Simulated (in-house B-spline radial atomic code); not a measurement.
**Solving the quasi-particle equation for 4s up of Br6+**

Configuration [Ar] 3d10 4s1, highest spin, start HSE06; correlation leaves out the 4 deepest shells. Computed with an all-electron radial atomic-structure program (B-spline basis): all electrons, scalar-relativistic (spin-free one-electron X2C), finite nucleus, each spin shell either full or empty, empty states to l = 9 with an (l + 1/2)⁻⁴ tail; G0W0 by contour deformation at full frequency.

At the mean-field level ε = -98.113 eV the matrix elements are Σx = -23.916 eV, v_xc = -19.979 eV and Σc(ε) = -2.135 eV, and the slope of the correlation self-energy is dΣc/dω = -0.0261. The quasi-particle energy solves E = ε + Σx − v_xc + Σc(E).

Question: What does the linearised equation give?

Answer: Z = 1/(1 − dΣc/dω) = 1/1.0261 = 0.9746. The first-order shift is Σx − v_xc + Σc(ε) = -23.916 − (-19.979) + (-2.135) = -6.072 eV, so E ≈ ε + Z × shift = -98.113 + 0.9746 × (-6.072) = -104.031 eV.

Question: How does that compare with the full solution and with static screening?

Answer: Solving the equation at full frequency dependence gives E = -104.043 eV, where Σc = -1.993 eV and the weight is 0.978; the linearised value is off by 12 meV. Leaving Z out would give -104.185 eV. Static COHSEX puts -3.770 eV in place of Σc and gives -105.820 eV, 1.78 eV deeper.
